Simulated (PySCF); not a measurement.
A structure optimised at PBE0-D3(BJ)/def2-SVP (Å):
```
atom  x, y, z in Å
C1    -0.8313    0.5640   -1.0780
C2    -0.2363   -0.6593   -0.3873
Si3    1.3331   -0.3079    0.6177
B4     2.6944    0.5240   -0.6262
Cl5    3.7369   -0.4831   -1.6091
Cl6    2.7832    2.2593   -0.8506
H7    -1.7548    0.3116   -1.6225
H8    -1.0823    1.3566   -0.3553
H9    -0.1325    1.0043   -1.8069
H10   -0.9700   -1.1124    0.3015
H11    0.0118   -1.4435   -1.1230
H12    1.0229    0.6304    1.7431
H13    1.8646   -1.5861    1.1871
```

Charge 0, singlet.

(1) Read off the bonds between heavy atoms and their formal orders.

(2) Write the SMILES.

(3) Name the point group.

(4) Classify the heavy atoms.

(5) What is the arrangement about C2?

(6) What is the arrangement about B4?

Results:

(1) C1–C2 1.53 Å (single); C2–Si3 1.90 Å (single); Si3–B4 2.02 Å (single); B4–Cl5 1.75 Å (single); B4–Cl6 1.75 Å (single). Bonds to hydrogen (Å): C1–H7 1.10; C1–H8 1.10; C1–H9 1.10; C2–H10 1.10; C2–H11 1.10; Si3–H12 1.50; Si3–H13 1.50.

(2) `CC[SiH2]B(Cl)Cl`, C2H7BCl2Si. Among its features: Si–H bond, C–Si bond and three-coordinate boron.

(3) C1 (no symmetry element, even within 0.4 Å).

(4) C1: methyl carbon; C2: sp3 carbon bound to silicon; Si3: SiH2 silicon; B4: three-coordinate boron; Cl5/Cl6: chlorine bonded to B.

(5) It has 4 neighbours (C1, Si3, H10, H11) and is distorted tetrahedral (angles from 105.9° to 114.5°).

(6) It has 3 neighbours (Si3, Cl5, Cl6) and is planar (angles 121.3°, 120.6° and 117.9°, sum 359.8°, 0.04 Å off the plane of its three neighbours).

All values are computed, not measured.
